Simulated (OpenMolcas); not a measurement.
# Cu4+: effect of the IPEA shift

```yaml
Program: OpenMolcas
Basis: ANO-RCC-VTZP [6s5p3d2f1g]
Scalar_Hamiltonian: DKH2, point nucleus
Active_space: 7 electrons in 5 orbitals (3d)
State_averaging: 2S+1 = 4 even, 10 roots; 2S+1 = 2 even, 40 roots kept (CI in the orbitals of an earlier block)
Spin-orbit_coupling: RASSI with atomic mean-field integrals over the reference wave functions, term energies averaged over their components
```

Methods on the same reference wave functions:
A. CASSCF
B. MS-CASPT2, IPEA 0 Eh, imaginary shift 0.1 Eh (closed shells correlated: 3s 3p)
C. MS-CASPT2, IPEA 0.25 Eh, imaginary shift 0.1 Eh (closed shells correlated: 3s 3p)

Energies in eV above 3d7 4F 9/2, the measured ground level; measured values from Sugar and Musgrove, J. Phys. Chem. Ref. Data 19, 527 (1990).

```json
{"Level": "3d7 4F 9/2", "A": "0.0000", "B": "0.0000", "C": "0.0000", "Measured": "0.0000"}
{"Level": "3d7 4F 7/2", "A": "0.1917", "B": "0.1929", "C": "0.1926", "Measured": "0.2003"}
{"Level": "3d7 4F 5/2", "A": "0.3304", "B": "0.330", "C": "0.330", "Measured": "0.3421"}
{"Level": "3d7 4F 3/2", "A": "0.4245", "B": "0.423", "C": "0.423", "Measured": "0.4374"}
{"Level": "3d7 4P 5/2", "A": "3.0884", "B": "2.544", "C": "2.591", "Measured": "2.5822"}
{"Level": "3d7 2G 9/2", "A": "3.1115", "B": "2.735", "C": "2.798", "Measured": "2.7990"}
{"Level": "3d7 4P 3/2", "A": "3.1411", "B": "2.572", "C": "2.620", "Measured": "2.6118"}
{"Level": "3d7 4P 1/2", "A": "3.2384", "B": "2.685", "C": "2.733", "Measured": "2.7196"}
{"Level": "3d7 2G 7/2", "A": "3.2979", "B": "2.919", "C": "2.982", "Measured": "2.9880"}
{"Level": "3d7 2P 3/2", "A": "4.0998", "B": "3.282", "C": "3.335", "Measured": "3.3495"}
{"Level": "3d7 2H 11/2", "A": "4.1336", "B": "3.777", "C": "3.836", "Measured": "3.7693"}
{"Level": "3d7 2P 1/2", "A": "4.2987", "B": "3.443", "C": "3.494", "Measured": "3.5170"}
{"Level": "3d7 2H 9/2", "A": "4.3022", "B": "3.945", "C": "4.004", "Measured": "3.9456"}
{"Level": "3d7 2D 5/2(1)", "A": "4.4845", "B": "3.794", "C": "3.864", "Measured": "3.8393"}
{"Level": "3d7 2D 3/2(1)", "A": "4.7835", "B": "4.073", "C": "4.143", "Measured": "4.1277"}
{"Level": "3d7 2F 5/2", "A": "7.1107", "B": "6.114", "C": "6.187", "Measured": "6.1360"}
{"Level": "3d7 2F 7/2", "A": "7.1932", "B": "6.198", "C": "6.271", "Measured": "6.2081"}
{"Level": "3d7 2D 3/2(2)", "A": "11.1033", "B": "9.674", "C": "9.720", "Measured": "9.5267"}
{"Level": "3d7 2D 5/2(2)", "A": "11.1958", "B": "9.768", "C": "9.818", "Measured": "9.6296"}
```

Deviations, from unrounded energies. A percentage is the sum of absolute deviations over the sum of measured energies, with the sign that they share, or ± where signs differ.

```
                        Against measurement  Levels      A     B     C
             mean absolute deviation (cm-1)      18   4900   380   340
      fine structure of the ground term (%)       3   -3.4  -3.4  -3.4
other terms of the ground configuration (%)      15  +16.0  ±1.2  ±1.1
```

C lies closest to measurement on these levels and A furthest from it. The largest miss of C in the table is 3d7 2D 3/2(2), by +1600 cm-1. The ranking rests on the paired levels alone, and a cruder setting can come out closer through cancelling errors.

Between B and C the level of the table that moves most is 3d7 2F 5/2, by 590 cm-1 (lowest in B, highest in C). Moves below CASPT2's spread within the term are not significant.

The mean deviations of B to C differ by less than CASPT2's widest spread within a term (790 cm-1), so their order carries little weight.

From A to B the spin-free energies of the other terms of 3d7 shown, above 4F, scale by factors of 0.78 to 0.91, as is usual when dynamic correlation screens the repulsion within a d or f shell.

The lowest spin-free term lies below A's lowest term by 0.526 hartree in B, 0.521 hartree in C.

Term energies are means over components that CASPT2 splits; among the terms shown or strongly mixed into the levels shown the widest spread is 790 cm-1 (3d7 4F, B). Terms from blocks run as CI alone lack orbitals of their own. Without dynamic correlation excited terms often stand tens of per cent too high (terms of higher spin than the ground term too low), and those without a measured partner can miss by more than the paired ones (holds for A). The CASPT2 spread within a term exceeds the gap to the next term for 3d7 2H and 3d7 2D(1), so the order of their levels is uncertain (holds for B; C). Measured partners are found by configuration, term and J. A level has none where our copy of the source lacks it or the pairing is in doubt (some pairs that miss far off the trend of their configuration count as doubtful), and it then counts in no deviation. Only configurations of the active space appear.

A number in round brackets counts repeated terms of one configuration in the order of the reference energies.
